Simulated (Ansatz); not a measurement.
Basis-set extrapolation for CH8OSSi2 (`[SiH3]OC[SiH2]S`) (PBE0-D4/def2-TZVP geometry, frozen core, Ansatz 0.2.0). Multiplicity 1, RHF reference.

|  | def2-TZVPP | def2-QZVPP |
| --- | --- | --- |
| HF | -1092.925525 | -1092.960847 |
| MP2 correlation | -0.837427 | -0.902321 |
| CCSD(T) correlation | -0.938707 | not run |

Energies in hartree. Use E(X) = E(∞) + A·exp(−7.88·√X) for Hartree–Fock and E(X) = E(∞) + B·X^(−2.97) for correlation, with X = 3 and 4, and add CCSD(T) minus MP2 of the smaller set to the MP2 limit.

Task: What is the CCSD(T) energy at the basis-set limit?

Result: HF limit: -1092.960847 + (-0.035322) × 0.13774 = -1092.96571. MP2 limit: -0.902321 + (-0.064894) × 0.74074 = -0.95039. Higher-order term: -0.938707 − (-0.837427) = -0.10128. Total: -1094.01738 hartree, 4.17 eV below CCSD(T)/def2-TZVPP.
